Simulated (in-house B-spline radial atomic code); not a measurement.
## BP86 excitations of Ga II (Ga+)

Method: BP86. Computed with an all-electron radial atomic-structure program (B-spline basis): linear response of the closed shell [Ar] 3d10 4s2 with the functional's adiabatic kernel; non-relativistic, point nucleus, no spin-orbit coupling, no double excitations, S, P, D and F terms only; shells from n = 2 respond. Only terms of natural parity with L up to 3 were computed.

Without relativity these are model numbers for so heavy an element.

Command:
```bash
python run_td.py task.json out
```
Settings (radii: box in bohr, nucleus in fm):
```
Z                        31
electrons                30
configuration            [Ar] 3d10 4s2
hamiltonian              nr
method                   b88,p86
box_radius               41.61
intervals                57
```

Cost of the run: 1.5 s on 1 thread of Arm Neoverse N1, on a shared host.

The lowest states, in the order of their Tamm-Dancoff energies; the method's threshold (minus the highest occupied level) is 16.245 eV. Labels give the largest channel, * marks a mixed state, and oscillator strengths are full-response dipole values. Measured ¹D terms are left out, since they can mix with doubly excited terms. Semilocal kernels can invert the small singlet-triplet splittings of Rydberg terms. Energies in eV:

```csv
state,full response,Tamm-Dancoff,oscillator strength,measured (J-weighted term)
4s → 4p 3P,?,?,-,?
4s → 4p 1P,8.608,8.995,1.6,8.766
4s → 5s 3S,12.250,12.255,-,12.764
4s → 5s 1S,?,?,-,?
4s → 4d 3D,13.262,13.283,-,14.116
4s → 4d 1D,13.428,13.439,-,-
4s → 5p 3P,13.590,13.596,-,14.708
4s → 5p 1P,13.760,13.801,0.00758,-
4s → 6s 3S,14.650,14.651,-,-
4s → 6s 1S,14.722,14.727,-,-
```

Question: Where does 4s → 5s 1S lie?

Answer: At 12.538 eV in full response, 12.555 eV in Tamm-Dancoff; measured 13.224 eV.

Question: Where does 4s → 4p 3P lie?

Answer: At 5.734 eV in full response, 5.876 eV in Tamm-Dancoff; measured 5.987 eV.

Question: How large is the singlet-triplet splitting of 4s → 4p (P terms) in Tamm-Dancoff?

Answer: 3.12 eV, from the unrounded values.

Question: What polarisabilities and dispersion coefficient does the method give?

Answer: Dipole 18.26 bohr³, quadrupole 83.33 bohr⁵, C6 93.49 hartree·bohr⁶ for two such species.
